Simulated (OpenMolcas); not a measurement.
**Os5+: moving or changing the point charges**

Os5+ among 6 point charges of -1.7 e arranged as an octahedron (Oh), 1.9 Å from the ion.

```yaml
Program: OpenMolcas 26.06
Method: CASSCF
Basis: ANO-RCC-VTZP [8s7p5d3f2g1h]
Scalar_Hamiltonian: DKH2, point nucleus
Active_space: 3 electrons in 5 orbitals (5d)
State_averaging: 2S+1 = 4 even, 10 roots; 2S+1 = 2 even, 40 roots
Spin-orbit_coupling: RASSI with atomic mean-field integrals over the reference wave functions
```

Runs around this geometry, states (labels of O, the rotations of Oh). Energies in cm-1 above the lowest state or level, χT in cm3 K/mol; 10Dq and B are least-squares fits to the states below 45000 cm-1, weighted by degeneracy, with a free offset, and given where the rms deviation is under 5 % of |10Dq| (or 100 cm-1) and under 700 cm-1.

```json
{"R (Å)": "1.9", "q (e)": "-1.36", "Ground state": "4A2", "First state of that spin": "4T2 8178", "10Dq": "8358", "B (rms of fit)": "896 (88)", "First gap with spin-orbit (degeneracies)": "7956 (4, 4)", "χT at 300 K": "0.217", "First state of another spin": "2E 17140"}
{"R (Å)": "1.75", "q (e)": "-1.7", "Ground state": "4A2", "First state of that spin": "4T2 15012", "10Dq": "15315", "B (rms of fit)": "901 (166)", "First gap with spin-orbit (degeneracies)": "11702 (4, 4)", "χT at 300 K": "0.550", "First state of another spin": "2E 17407"}
{"R (Å)": "1.9", "q (e)": "-1.7", "Ground state": "4A2", "First state of that spin": "4T2 10160", "10Dq": "10443", "B (rms of fit)": "892 (112)", "First gap with spin-orbit (degeneracies)": "9053 (4, 4)", "χT at 300 K": "0.307", "First state of another spin": "2E 17262"}
{"R (Å)": "1.98", "q (e)": "-1.7", "Ground state": "4A2", "First state of that spin": "4T2 8334", "10Dq": "8520", "B (rms of fit)": "896 (92)", "First gap with spin-orbit (degeneracies)": "8037 (4, 4)", "χT at 300 K": "0.224", "First state of another spin": "2E 17161"}
```

Taking |10Dq| as R^-n, n = -ln(8520 / 15315) / ln(1.98 / 1.75) = 4.7 between the shortest and longest distance. The point-charge formula for a cubic d site gives n = 5.

Scaling the charges by -1.36 / -1.7 = 0.80 scales |10Dq| by 8358 / 10443 = 0.80; with fixed orbitals a first-order splitting would follow the charge.

Without dynamic correlation the repulsion within the d shell is too large (B by tens of per cent), so at a given field states of lower spin stand too high. Spin-orbit coupling mixes the spin-free states strongly: the lowest level takes only 56 % from its leading state, 4A2 (figures for R = 1.9, q = -1.36; the like holds for R = 1.9, q = -1.7, R = 1.98, q = -1.7). This field is weak: 10Dq is about 8358 cm-1, while octahedral complexes of 5d ions of charge 3 and more, computed by the same method with explicit ligands, had a median near 35000 cm-1. Ground spin and moment need not be those of a real site (figures for R = 1.9, q = -1.36; the like holds for R = 1.75, q = -1.7, R = 1.9, q = -1.7, R = 1.98, q = -1.7). This is an electrostatic model: the charges have no orbitals. No measured value stands beside these numbers.
